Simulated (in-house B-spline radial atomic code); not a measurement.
**Lu II (Lu+): [Ar] 3d10 4s2 (4p1/2)2 (4p3/2)3 4d10 4f14 5s2 5p6 5d1 6s2 (with a hole in an inner shell)**

Level of theory: Dirac-Hartree-Fock, average of the jj configuration, Fermi nucleus of rms radius 5.37 fm; calculated with an all-electron radial atomic-structure program (B-spline basis).

Screening seen three ways: the hydrogenic charge with the same mean radius, Z_r = [3n² - l(l+1)]/(2<r>), the one with the same energy, Z_e = n√(-2ε), and Slater's rules. Values are occupation-weighted means over j. An effective charge above Z reflects the relativistic contraction of the inner shells.

| shell | electrons | ε (eV) | <r> (bohr) | Z_r | Z_e | Slater |
| --- | --- | --- | --- | --- | --- | --- |
| 1s | 2 | -63739 | 0.01932 | 77.65 | 68.45 | 70.70 |
| 2s | 2 | -11001 | 0.08117 | 73.92 | 56.87 | 66.85 |
| 2p | 6 | -9730.8 | 0.07253 | 68.94 | 53.49 | 66.85 |
| 3s | 2 | -2567.6 | 0.2116 | 63.81 | 41.21 | 59.75 |
| 3p | 6 | -2174.4 | 0.2112 | 59.18 | 37.93 | 59.75 |
| 3d | 10 | -1676.1 | 0.1924 | 54.57 | 33.30 | 49.85 |
| 4s | 2 | -553.06 | 0.4775 | 50.26 | 25.50 | 43.60 |
| 4p | 5 | -427.5 | 0.5052 | 45.53 | 22.42 | 43.60 |
| 4d | 10 | -240.83 | 0.5464 | 38.43 | 16.83 | 32.85 |
| 5s | 2 | -88.086 | 1.166 | 32.16 | 12.72 | 14.20 |
| 5p | 6 | -52.494 | 1.357 | 26.89 | 9.82 | 14.20 |
| 4f | 14 | -41.52 | 0.6679 | 26.95 | 6.99 | 21.45 |
| 5d | 1 | -15.559 | 2.12 | 16.27 | 5.35 | 4.00 |
| 6s | 2 | -13.422 | 3.298 | 16.37 | 5.96 | 4.00 |

The least bound orbital is 6s1/2 at -13.42 eV, and it is also the most diffuse (<r> = 3.298 bohr). The part-filled 4p shell lies below the filled 6s shell in orbital energy.

For the 1s electron the small component carries 7.11 % of the norm, the zero-frequency Breit interaction raises the level by 211.9 eV, self-energy by 130.8 eV, and vacuum polarisation lowers it by 23.65 eV.
